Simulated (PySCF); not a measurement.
## Ni (nickel, neutral): UHF calculation

Configuration: [Ar] 3d9 4s1, high-spin 3D determinant (an excited configuration). Calculation: PySCF 2.14, in aug-cc-pwCVTZ (10s9p7d4f3g, 127 functions); the non-relativistic Hamiltonian (point nucleus).

```json
{
 "Total energy": "-1506.828650 hartree",
 "One-electron energy": "-2099.2602 hartree",
 "Hartree (Coulomb) energy": "654.3141 hartree",
 "Exchange energy": "-61.8825 hartree",
 "Kinetic energy": "1506.82712 hartree",
 "⟨S²⟩": "2.0010",
 "⟨L²⟩": "6.025",
 "Sum of ⟨r⟩": "20.99 bohr",
 "Sum of ⟨r²⟩": "33.20 bohr²",
 "Traceless quadrupole moment −½Σ⟨3z² − r²⟩ along its main axis": "-0.337 e·bohr²",
 "Density at the nucleus (Gaussians lack the cusp)": "14800 bohr⁻³",
 "Spin density at the nucleus": "2.92 bohr⁻³",
 "Langevin diamagnetic susceptibility": "-26.3 ×10⁻⁶ cm³/mol"
}
```

```tsv
shell	electrons	mean orbital energy (hartree)	spread (hartree)	rms radius, mean of both spins (bohr)
1s α	1	-305.39765	0	0.0635
1s β	1	-305.39577	0	0.0635
2s α	1	-37.69025	0	0.268
2s β	1	-37.65378	0	0.268
2p α	3	-32.71702	0.03607	0.239
2p β	3	-32.68382	0.00205	0.239
3s α	1	-4.70593	0	0.810
3s β	1	-4.60578	0	0.810
3p α	3	-3.11869	0.07847	0.861
3p β	3	-3.00472	0.05593	0.861
3d α	5	-0.48422	0.09640	1.23
3d β	4	-0.42943	0.07523	1.23
4s α	1	-0.23631	0	3.67
```

Spin-orbit constants ζ (cm⁻¹) from the X2C one-electron operator on these orbitals (non-relativistic here): bare nucleus, nucleus screened by l(l+1)(2l+1)/3 electrons, and screened by the Breit-Pauli mean field of the electrons.

```
shell   bare  screened nucleus  mean field
   2p  94010             87300         n/a
   3p  11310             10500         n/a
   3d   1071             688.8         n/a
```

To first order the Landé constant is A = -344.4 cm⁻¹, so the lowest level has J = 3 and lies 0.0854 eV below the centre of the term. This holds in LS coupling only.
